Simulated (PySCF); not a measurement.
Os+ (osmium, charge +1): UHF calculation

Configuration: [Xe] 4f14 5d6 6s1, high-spin 6D determinant. All numbers are calculated (PySCF 2.14, a scalar-relativistic core potential, in cc-pVDZ-PP with ECP60MDF (4s4p3d1f, 38 functions)).

| Property | Result |
| --- | --- |
| Total energy | -89.824963 hartree |
| One-electron energy | -150.6673 hartree |
| Hartree (Coulomb) energy | 69.4584 hartree |
| Exchange energy | -8.6161 hartree |
| ⟨S²⟩ | 8.7539 |
| ⟨L²⟩ | 6.020 |
| Sum of ⟨r⟩ | 22.66 bohr |
| Sum of ⟨r²⟩ | 42.81 bohr² |
| Traceless quadrupole moment −½Σ⟨3z² − r²⟩ along its main axis | 1.02 e·bohr² |
| Time after the integrals | 0.11 s of wall time on 1 thread of Neoverse-V2 (shared host) |

| shell | electrons | mean orbital energy (hartree) | spread (hartree) | rms radius, mean of both spins (bohr) |
| --- | --- | --- | --- | --- |
| 5s α | 1 | -4.33724 | 0 | 1.09 |
| 5s β | 1 | -4.13165 | 0 | 1.09 |
| 5p α | 3 | -2.71098 | 0.05338 | 1.27 |
| 5p β | 3 | -2.42908 | 0.03212 | 1.27 |
| 5d α | 5 | -0.77492 | 0.06280 | 1.88 |
| 5d β | 1 | -0.62110 | 0 | 1.88 |
| 6s α | 1 | -0.59787 | 0 | 3.10 |

Energies and moments cover only the electrons outside the core potential. Spin-orbit coupling, absent here, splits the open shell strongly.
